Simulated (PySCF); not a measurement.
# Assigning NMR signals

Cartesian coordinates in Å; atom numbers follow the order of the lines, from 1:
```xyz
26

C    -1.4781    3.1125    1.1523
C    -1.4129    1.8564    0.3196
O    -0.2405    1.1548    0.6605
C    -0.0016    0.0245   -0.0842
O     1.2332   -0.4804    0.2488
C     2.3241    0.3314   -0.1178
C     3.6003   -0.4055    0.2037
O    -0.9648   -0.9150    0.1987
C    -0.9218   -2.0680   -0.6091
C    -2.1110   -2.9337   -0.2754
H    -0.6053    3.7541    0.9596
H    -2.3891    3.6840    0.9209
H    -1.4878    2.8611    2.2230
H    -2.2963    1.2183    0.4961
H    -1.4015    2.1038   -0.7620
H    -0.0272    0.2774   -1.1796
H     2.2699    0.5663   -1.2009
H     2.2745    1.2922    0.4235
H     3.6479   -0.6366    1.2780
H     3.6552   -1.3532   -0.3524
H     4.4764    0.2052   -0.0597
H    -0.9387   -1.7765   -1.6797
H     0.0241   -2.6106   -0.4377
H    -2.1046   -3.8508   -0.8827
H    -2.0902   -3.2199    0.7864
H    -3.0515   -2.3954   -0.4658
```

PySCF 2.14 calculation with geometry from PBE0-D3(BJ)/def2-SVP and GIAO B97-2/pcSseg-1 shieldings; equivalent nuclei averaged, in vacuum, no relativistic terms, one computed conformer.

Shifts are taken against calculated references (same method and geometry level): 13C (183.69 ppm) and 1H (31.38 ppm) vs TMS.

Task: Assign these signals to the numbered atoms. 13C{1H} NMR (computed): δ 115.8 (CH), 61.5 (CH2), 16.9 (CH3).

Result: 
115.8 → C4, sp3 carbon bearing two oxygens: 3 electronegative neighbours deshield it
61.5 → C2/C6/C9, sp3 CH2 bonded to O: the inductive effect lowers its shielding
16.9 → C1/C7/C10, methyl carbon: saturated and bonded to C and H only

Task: Assign these signals to the numbered atoms. 1H NMR (400 MHz, computed): δ 4.70 (s, 1H), 3.38 (q, 6H), 1.24 (t, 9H).

Result: 
```tsv
δ (ppm)	atoms	environment	reason
4.70	H16	hydrogen on an sp3 carbon bearing two oxygens	its carbon carries O, an electronegative neighbour
3.38	H14/H15/H17/H18/H22/H23	hydrogen on an sp3 CH2 bonded to O	its carbon carries O, which withdraws density
1.24	H11/H12/H13/H19/H20/H21/H24/H25/H26	hydrogen on a methyl carbon	–
```

Shifts are as computed. Against solution values, carbons near 30 ppm lie about +1 ppm off and those near 130 ppm about +2 ppm. Of 1211 compounds with measured shifts, 218 miss one by over three times the rms of a fit or turn the order of signals round; such compounds aren't used in these exercises. No couplings were computed; multiplicities are counted from neighbouring protons, with m where these are inequivalent, close in shift, in a saturated or five-membered ring or joined by F or P, and br s for small geminal =CH2 splittings.
